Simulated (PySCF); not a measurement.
Ethylboronic acid, C2H7BO2.
Numbering: `[CH3:1][CH2:2][B:3]([OH:4])[OH:5]` (hydrogens: H6, H7, H8 on C1; H9, H10 on C2; H11 on O4; H12 on O5)

Structure used (PBE0-D3(BJ)/def2-SVP), in Å, numbered top down from 1:
```xyz
12
C2H7BO2 angstrom
C     -1.5941    0.1248    0.1541
C     -0.2845    0.2958   -0.6102
B      1.0014   -0.1355    0.2010
O      1.0669    0.1440    1.5304
O      2.0798   -0.7622   -0.3619
H     -1.5567    0.6552    1.1171
H     -2.4569    0.5102   -0.4109
H     -1.7940   -0.9353    0.3777
H     -0.1457    1.3641   -0.8647
H     -0.3310   -0.2284   -1.5816
H      1.9025   -0.1518    1.9093
H      1.9567   -0.9431   -1.2974
```

Computed, not measured: PySCF, PBE0-D3(BJ)/def2-SVP geometry optimisation, gas phase.

Masses are those of the commonest isotopes; rigid-rotor values at the optimised geometry. The values belong to one conformer with, in the numbering `[CH3:1][CH2:2][B:3]([OH:4])[OH:5]`, C1–C2–B3–O4 -38°, C2–B3–O4–H -179°, C2–B3–O5–H -2°.

Give the principal moments of inertia and the rotational constants in MHz.

Ia = 60.27, Ib = 145.20, Ic = 191.53 u·Å²; 505379 MHz·u·Å²/I gives A = 8385, B = 3480, C = 2639 MHz.

What kind of rotor is it?

An asymmetric top. Ray's parameter κ = (2B − A − C)/(A − C) = -0.707; −1 is the prolate and +1 the oblate limit.

Is it planar, by Δ = Ic − Ia − Ib?

Not planar: Δ = Ic − Ia − Ib = -13.95 u·Å². For a rigid frame Δ = −2 Σ m c², so Σ m c² = 6.97 u·Å² lies off the ab plane: 4.03 from hydrogen and 2.94 from heavier atoms. The atom farthest from that plane is 1.44 Å away.

Give the other two planar moments, Paa and Pbb, and the rms extents of the mass along the axes.

Paa = Σ m a² = (Ib + Ic − Ia)/2 = 138.23 and Pbb = Σ m b² = (Ia + Ic − Ib)/2 = 53.30 u·Å². With the mass M = 74.05 u, the rms extents √(P/M) along a, b and c are 1.37, 0.85, 0.31 Å.

Which lines would a microwave search look for?

The dipole components are |μa| = 0.59 D, |μb| = 1.33 D, |μc| = 0.10 D. The squared components, which scale the intensities, stand as 0.20 : 1.00 : 0.01 (a : b : c). Some lines, for components of 0.1 D or more:

```tsv
type	branch	J(Ka,Kc)	MHz	lower level (cm⁻¹)
a	Q	1(1,0) ← 1(1,1)	842	0.368
a	Q	2(1,1) ← 2(1,2)	2525	0.748
c	Q	2(1,2) ← 2(0,2)	4162	0.609
c	Q	1(1,1) ← 1(0,1)	4905	0.204
b	Q	1(1,0) ← 1(0,1)	5746	0.204
a	R	1(0,1) ← 0(0,0)	6119	0.000
b	Q	2(1,1) ← 2(0,2)	6688	0.609
b	R	2(0,2) ← 1(1,1)	7234	0.368
b	R	1(1,1) ← 0(0,0)	11024	0.000
c	R	1(1,0) ← 0(0,0)	11866	0.000
a	R	2(0,2) ← 1(0,1)	12139	0.204
a	R	2(1,1) ← 1(1,0)	13080	0.396
c	Q	2(2,1) ← 2(1,1)	14714	0.832
b	R	2(1,2) ← 1(0,1)	16301	0.204
b	Q	2(2,1) ← 2(1,2)	17239	0.748
c	R	2(1,1) ← 1(0,1)	18827	0.204
b	R	2(2,1) ← 1(1,0)	27794	0.396
c	R	2(2,0) ← 1(1,0)	27893	0.396
c	R	2(2,1) ← 1(1,1)	28636	0.368
b	R	2(2,0) ← 1(1,1)	28735	0.368
```

Estimate the classical rotational partition function at 25 K, 50 K and 200 K.

Point group C1, symmetry number σ = 1; q = (√π/σ)·√((kT/h)³/(ABC)), k/h = 20836.6 MHz/K: 2400 at 25 K, 6790 at 50 K, 54300 at 200 K.

PBE0-D3(BJ)/def2-SVP frequencies: not computed here. Zero-point vibration and centrifugal distortion are left out. A rigid rotor knows nothing of internal rotation, which can split or shift real lines. Quadrupole hyperfine structure (11B) is left out.

Hardware: one thread, Arm Neoverse V1 (aarch64), no GPU, shared host with 32 logical CPUs at a one-minute load of 31. Cost: 22 s of wall time, 0.43 GiB resident at most. That covers the optimisation of the geometry.
